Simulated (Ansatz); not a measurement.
A nudged elastic band was laid between two geometries of AlClH5NO (9 atoms, charge 0, multiplicity 1).

Computed with RHF/def2-SVP in Ansatz.

| Quantity | Value |
| --- | --- |
| movable images | 5 |
| climbing image | yes |
| spring | 5.0 eV/Å² |
| optimiser | quadratic models (default) |
| start path | through a guess of the saddle point |
| force threshold | 0.03 eV/Å |
| iteration limit | 60 |
| end points | relaxed |

Image 0:

```xyz
9
Properties=species:S:1:pos:R:3
Al 0.039 -0.149 0.351
N 0.037 0.249 2.105
H -0.791 0.544 2.588
H 0.836 0.639 2.572
Cl 1.808 0.383 -0.739
H -1.322 -0.154 -0.454
O 0.313 -2.116 0.616
H -0.052 -2.812 0.085
H 0.236 -2.327 1.541
```

Image 6:

```xyz
9
Properties=species:S:1:pos:R:3
Al -0.023 -0.554 0.116
N 0.084 -0.168 2.116
H -0.729 0.291 2.496
H 0.895 0.389 2.337
Cl 1.774 0.434 -0.562
H -1.372 0.111 -0.365
O 0.083 -2.256 0.306
H 0.208 -2.924 -0.343
H 0.184 -1.067 2.564
```

Problem. What changes between the two ends?

Solution. Bonds broken: O7–H9. Bonds formed: N2–H9.

Problem. What energy profile does the band end with?

Solution. It converged. The highest image is number 2 of 0 to 6, 0.43 eV above the first end and 1.45 eV above the last; the last end lies 1.02 eV below the first. A vibrational analysis at the climbing image gives one clearly imaginary mode, 1508i cm⁻¹: a first-order saddle point. The orbitals stay closed-shell, which can raise the energy where a bond breaks towards radicals; this wasn't checked here.

| image | path coordinate (Å) | energy (eV) | O7–H9 (Å) | N2–H9 (Å) |
| --- | --- | --- | --- | --- |
| 0 | 0.00 | 0.00 | 0.95 | 2.64 |
| 1 | 0.63 | 0.06 | 0.96 | 2.07 |
| 2 | 1.26 | 0.43 | 1.14 | 1.39 |
| 3 | 1.67 | -0.39 | 1.60 | 1.06 |
| 4 | 2.09 | -0.83 | 1.99 | 1.01 |
| 5 | 2.51 | -0.98 | 2.28 | 1.01 |
| 6 | 2.93 | -1.02 | 2.55 | 1.01 |

Problem. What is the geometry of the highest image?

Solution. 
```xyz
9
Properties=species:S:1:pos:R:3
Al 0.058 -0.251 0.122
N 0.073 -0.119 2.032
H -0.753 0.182 2.522
H 0.870 0.288 2.494
Cl 1.832 0.508 -0.784
H -1.319 -0.017 -0.601
O 0.288 -2.024 0.694
H -0.120 -2.855 0.506
H 0.173 -1.457 1.679
```

Problem. What are the harmonic wavenumbers there?

Solution. 1508i, 165, 187, 286, 411, 474, 546, 575, 668, 693, 764, 814, 834, 855, 1524, 1678, 2043, 2102, 3741, 3822, 4210 cm⁻¹.

Time of the run: 93 s on 1 thread of Arm Neoverse V2 (shared host), peak memory 0.15 GiB.
